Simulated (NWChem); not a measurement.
System: C4H6; SMILES C=C=CC

All runs: NWChem. Coordinates come from a PBE0/def2-SVP optimisation.

**Question.** What does the run give for PBE/def2-SVP? Quantities: highest occupied level (eV); orbital gap (eV); dipole (D).

**Answer.** 
```yaml
highest occupied level (eV): -5.93
orbital gap (eV): 5.47
dipole (D): 0.46
```
